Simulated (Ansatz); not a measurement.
`[SiH3][SnH3]` + `C[SiH](S)[SiH2]Cl` → `S[SiH2][SnH3]` + `C[SiH2][SiH2]Cl`  (redistribution)

Isolated molecules relaxed with PBE0-D4/def2-TZVP in Ansatz; ΔE leaves out vibrations. CBS: MP2 limit from def2 TZ/QZ plus the TZ coupled-cluster correction, frozen cores. This one scheme is used for every species. DFT in def2-TZVPP. B3LYP here is the variant with VWN-RPA as its local correlation; programs differ in this. def2 core potentials past Kr. For Sn outer-core shells are correlated without core-valence functions, which leaves a few kJ/mol of doubt a bond. One conformer a species, not always the lowest.

| level | ΔE (kcal/mol) | difference from CCSD(T)/CBS |
| --- | --- | --- |
| PBE-D4 | 2.7 | 0.3 |
| r2SCAN-D4 | 2.6 | 0.2 |
| PBE0-D4 | 2.7 | 0.3 |
| B3LYP-D4 | 2.7 | 0.3 |
| ωB97X-V | 2.5 | 0.1 |
| ωB97M-V | 2.7 | 0.3 |
| B2PLYP | 2.1 | -0.3 |
| PBE | 2.0 | -0.4 |
| r2SCAN | 2.4 | 0.0 |
| PBE0 | 2.0 | -0.4 |
| B3LYP | 1.6 | -0.8 |
| HF/def2-TZVPP | 1.4 | -1.0 |
| MP2/def2-TZVPP | 2.9 | 0.5 |
| SCS-MP2/def2-TZVPP | 2.4 | 0.0 |
| CCSD/def2-TZVPP | 2.3 | -0.1 |
| CCSD(T)/def2-TZVPP | 2.6 | 0.2 |
| HF/def2-QZVPP | 1.3 | -1.1 |
| MP2/def2-QZVPP | 2.8 | 0.4 |
| SCS-MP2/def2-QZVPP | 2.3 | -0.1 |
| HF/CBS(def2) | 1.3 | -1.1 |
| MP2/CBS(def2) | 2.7 | 0.3 |
| CCSD/CBS(def2) | 2.2 | -0.2 |
| CCSD(T)/CBS | 2.4 | 0 |

Largest T1 diagnostic among the species: 0.013.

The D4 term adds +1.1 kcal/mol with B3LYP and +0.6 kcal/mol with PBE0; it sums over pairs of atoms, weighted by their polarisabilities, and B3LYP, whose exchange is more repulsive, gets the larger term. In def2-TZVPP, CCSD(T) changes the Hartree–Fock value by +1.2 kcal/mol (the triples alone add +0.3 kcal/mol) and MP2 by +1.5 kcal/mol.
